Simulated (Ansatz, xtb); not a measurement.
# Relative energy of two isomers of CH7ClGeSi

We compare a, `C[Si@@H](Cl)[GeH3]`, a singlet, with b, `[CH3][GeH2][SiH2]Cl`, a singlet. Both are isolated molecules in the gas phase, relaxed with B3LYP-D3(BJ)/def2-SVP, each in the lowest conformer that the search found.

Quicker runs give these differences E(b) − E(a): GFN2-xTB −2.3 kcal/mol; HF/STO-3G +4.4 kcal/mol (at GFN2-xTB geometries); r2SCAN-D4/def2-SVP +5.1 kcal/mol (at GFN2-xTB geometries).

**Question.** Estimate which is lower in electronic energy at CCSD(T)/def2-SVP + ΔMP2/def2-TZVPP, and by roughly how much.

**Answer.** The CCSD(T)/def2-SVP + ΔMP2/def2-TZVPP calculation puts structure a lower, by 4.1 kcal/mol.

Level by level:

| level | geometry | E(b) − E(a) (kcal/mol) | departure from the last row (kcal/mol) | job, with rough time for the two |
| --- | --- | --- | --- | --- |
| GFN2-xTB | GFN2-xTB | −2.3 | −6.3 | optimisation, 0.2 s |
| HF/STO-3G | GFN2-xTB | +4.4 | +0.3 | single point, 0.44 s |
| r2SCAN-D4/def2-SVP | GFN2-xTB | +5.1 | +1.0 | single point, 3.2 s |
| B3LYP-D3(BJ)/def2-SVP | B3LYP-D3(BJ)/def2-SVP | +4.8 | +0.7 | optimisation, 46 s |
| HF/def2-SVP | B3LYP-D3(BJ)/def2-SVP | +4.4 | +0.4 | part of the CCSD(T) run |
| MP2/def2-SVP | B3LYP-D3(BJ)/def2-SVP | +4.5 | +0.4 | part of the CCSD(T) run |
| CCSD(T)/def2-SVP | B3LYP-D3(BJ)/def2-SVP | +4.4 | +0.3 | single point |
| CCSD(T)/def2-SVP + ΔMP2/def2-TZVPP | B3LYP-D3(BJ)/def2-SVP | +4.1 |  | single point, 29 s |

As drawn, b has 1 C–Ge, 1 Si–H in place of 1 C–Si, 1 Ge–H.

GFN2-xTB puts the two in the other order. The largest departure from CCSD(T)/def2-SVP + ΔMP2/def2-TZVPP is that of GFN2-xTB, 6.3 kcal/mol. The last row adds to CCSD(T) the change of the MP2 difference between the two basis sets, here −0.3 kcal/mol.

With thermal terms from frequencies at re-optimised GFN2-xTB minima (ideal gas, soft modes damped towards free rotors, one conformer each, 298.15 K, 1 atm): on the last row, ΔE + ΔZPE = +4.0, ΔH = +3.9, ΔG = +4.2 kcal/mol.

The correlated steps freeze 20 core orbitals; the filled d shell of Ge is correlated, in a basis made for valence electrons. Mirror images aren't counted in ΔG. Codes used: Ansatz 0.2.0, xtb 6.7.1; the last row on 2 threads of Intel(R) Xeon(R) 6975P-C (Granite Rapids) on a shared host.
